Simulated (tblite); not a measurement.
C8H12OP (charge +1).
Atom-mapped SMILES: `[CH:1]#[C:2][P+:3]1([CH3:4])[CH2:5][CH2:6][C:7](=[O:8])[CH2:9][CH2:10]1` (hydrogens: H11 on C1; H12, H13, H14 on C4; H15, H16 on C5; H17, H18 on C6; H19, H20 on C9; H21, H22 on C10)
Bond orders are those of one Lewis drawing.

Computed with GFN2-xTB (tblite), gas phase: L-BFGS steps from a force-field or distance-geometry start until the largest atomic force falls under 0.01 eV/Å.

Geometry at step 9:
```
atom  x, y, z in Å
C1      2.1236    1.0796   -2.1210
C2      1.5948    0.5659   -1.1687
P3      0.8357   -0.1822    0.2156
C4      2.0704   -0.9071    1.3103
C5     -0.3369   -1.4485   -0.3406
C6     -1.5456   -0.7923   -1.0187
C7     -2.2373    0.2266   -0.1156
O8     -3.3664    0.0904    0.2567
C9     -1.3879    1.4348    0.2741
C10    -0.1607    1.0432    1.1068
H11     2.5913    1.5290   -2.9539
H12     2.6406   -1.6682    0.7779
H13     2.7461   -0.1333    1.6739
H14     1.5448   -1.3618    2.1514
H15     0.1601   -2.1565   -1.0123
H16    -0.6557   -1.9937    0.5537
H17    -1.2358   -0.2966   -1.9432
H18    -2.2753   -1.5648   -1.2708
H19    -2.0166    2.1070    0.8623
H20    -1.0754    1.9583   -0.6345
H21    -0.4734    0.5698    2.0438
H22     0.4490    1.9197    1.3519
```

**Question.** What forces act on the atoms?

**Answer.** 
```json
{"atom": "C1", "Fx (eV/Å)": "-0.044", "Fy (eV/Å)": "-0.045", "Fz (eV/Å)": "0.086"}
{"atom": "C2", "Fx (eV/Å)": "0.052", "Fy (eV/Å)": "0.043", "Fz (eV/Å)": "-0.074"}
{"atom": "P3", "Fx (eV/Å)": "0.004", "Fy (eV/Å)": "0.012", "Fz (eV/Å)": "-0.035"}
{"atom": "C4", "Fx (eV/Å)": "0.001", "Fy (eV/Å)": "0.012", "Fz (eV/Å)": "-0.018"}
{"atom": "C5", "Fx (eV/Å)": "-0.049", "Fy (eV/Å)": "0.008", "Fz (eV/Å)": "0.010"}
{"atom": "C6", "Fx (eV/Å)": "-0.003", "Fy (eV/Å)": "0.005", "Fz (eV/Å)": "0.000"}
{"atom": "C7", "Fx (eV/Å)": "-0.011", "Fy (eV/Å)": "-0.023", "Fz (eV/Å)": "0.041"}
{"atom": "O8", "Fx (eV/Å)": "0.158", "Fy (eV/Å)": "0.018", "Fz (eV/Å)": "-0.048"}
{"atom": "C9", "Fx (eV/Å)": "-0.006", "Fy (eV/Å)": "-0.012", "Fz (eV/Å)": "0.002"}
{"atom": "C10", "Fx (eV/Å)": "-0.043", "Fy (eV/Å)": "-0.011", "Fz (eV/Å)": "-0.014"}
{"atom": "H11", "Fx (eV/Å)": "-0.029", "Fy (eV/Å)": "-0.018", "Fz (eV/Å)": "0.033"}
{"atom": "H12", "Fx (eV/Å)": "0.024", "Fy (eV/Å)": "0.000", "Fz (eV/Å)": "0.015"}
{"atom": "H13", "Fx (eV/Å)": "0.028", "Fy (eV/Å)": "-0.015", "Fz (eV/Å)": "0.009"}
{"atom": "H14", "Fx (eV/Å)": "0.077", "Fy (eV/Å)": "-0.020", "Fz (eV/Å)": "0.025"}
{"atom": "H15", "Fx (eV/Å)": "-0.038", "Fy (eV/Å)": "0.056", "Fz (eV/Å)": "0.001"}
{"atom": "H16", "Fx (eV/Å)": "-0.027", "Fy (eV/Å)": "-0.049", "Fz (eV/Å)": "0.000"}
{"atom": "H17", "Fx (eV/Å)": "-0.012", "Fy (eV/Å)": "0.024", "Fz (eV/Å)": "0.029"}
{"atom": "H18", "Fx (eV/Å)": "0.003", "Fy (eV/Å)": "0.021", "Fz (eV/Å)": "-0.028"}
{"atom": "H19", "Fx (eV/Å)": "0.009", "Fy (eV/Å)": "0.021", "Fz (eV/Å)": "-0.041"}
{"atom": "H20", "Fx (eV/Å)": "-0.023", "Fy (eV/Å)": "-0.037", "Fz (eV/Å)": "0.012"}
{"atom": "H21", "Fx (eV/Å)": "-0.020", "Fy (eV/Å)": "0.040", "Fz (eV/Å)": "0.031"}
{"atom": "H22", "Fx (eV/Å)": "-0.051", "Fy (eV/Å)": "-0.030", "Fz (eV/Å)": "-0.036"}
```

The largest, 0.17 eV/Å, acts on O8; the rms over all components is 0.037 eV/Å. The forces sum to zero within rounding, as they must for an isolated molecule in no field.

**Question.** Give the force on O8 in Eh/bohr and in nN.

**Answer.** 0.166 eV/Å ÷ 51.422 = 0.00323 Eh/bohr, and 0.166 eV/Å × 1.602 = 0.27 nN.

**Question.** How far is this geometry from the end of the optimisation?

**Answer.** 0.015 eV above it, and 0.058 Å rms away after alignment. The bonds farthest from their final lengths, with half the difference of the two atoms' forces along the bond (positive lengthens):

```
  bond  now (Å)  final (Å)  force along bond (eV/Å)
 C7–C9    1.527      1.524                     0.00
 P3–C4    1.802      1.805                     0.00
 P3–C5    1.813      1.816                    +0.01
 C6–C7    1.527      1.524                     0.00
P3–C10    1.813      1.816                    +0.01
 C7=O8    1.197      1.195                    -0.10
```

The angle farthest from its final value is C4–P3–C5, 110.4° against 112.3°.

The cost below is that of the whole relaxation. Time: 0.37 s of wall time. Hardware: one thread of an Intel Xeon 6975P-C, no GPU, shared host.
